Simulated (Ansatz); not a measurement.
`[F][Ge]([F])([F])[F]` + H₂O → `[OH][Ge]([F])([F])[F]` + H–F at 500 K and 1 bar (formal hydrolysis of a Ge–F bond).

Isolated molecules relaxed with PBE0-D4/def2-TZVP in Ansatz; ΔE leaves out vibrations. CCSD(T)/CBS adds triple-zeta CCSD(T) − MP2 to the extrapolated MP2 energy (def2 sets, frozen cores). This one scheme is used for every species. For Ge outer-core shells are correlated without core-valence functions, which leaves a few kJ/mol of doubt a bond. Scalar relativity is left out up to krypton. One conformer a species, not always the lowest.

```csv
species,CCSD(T)/CBS energy (Eh),H − E (kJ/mol),S (J/(mol·K))
`[F][Ge]([F])([F])[F]`,-2475.42984,61.4,349.2
H₂O,-76.37941,73.2,206.3
`[OH][Ge]([F])([F])[F]`,-2451.40975,95.0,392.6
H–F,-100.39570,39.4,188.7
```

H − E and S are ideal-gas, rigid-rotor, harmonic terms from PBE0-D4/def2-TZVP, for one conformer and one mirror image of each species. 1 Eh = 2625.50 kJ/mol, R = 8.31446 J/(mol·K).

**Question.** By hand: ΔE, ΔH, ΔS and ΔG.

**Answer.** ΔE = (-2451.40975) + (-100.39570) − (-2475.42984) − (-76.37941) = 0.00380 Eh = 10.0 kJ/mol. Δ(H − E) = 95.0 + 39.4 − 61.4 − 73.2 = -0.2, so ΔH = 9.8 kJ/mol. ΔS = 392.6 + 188.7 − 349.2 − 206.3 = 25.8 J/(mol·K). ΔG = 9.8 − 500 × (25.8)/1000 = -3.1 kJ/mol.

**Question.** By hand: the equilibrium constant, and the temperature at which ΔG would vanish if ΔH and ΔS stayed fixed.

**Answer.** log₁₀ K = −ΔG/(RT ln 10) = 0.3. ΔG = 0 at ΔH/ΔS = 380 K, though so small a ΔH makes that figure unsure.

TΔS isn't small against ΔH here. The sign of ΔG lies within the doubt. A doubt of 5 kJ/mol in ΔE shifts log₁₀ K by 0.5 here. Other conformers and mirror images would add mixing entropy, several J/(mol·K) or more a flexible species. These are equilibria of isolated gas molecules and say nothing of rates. Largest T1 diagnostic: 0.012 (customary marks: 0.02 for closed shells, 0.045 for open ones).
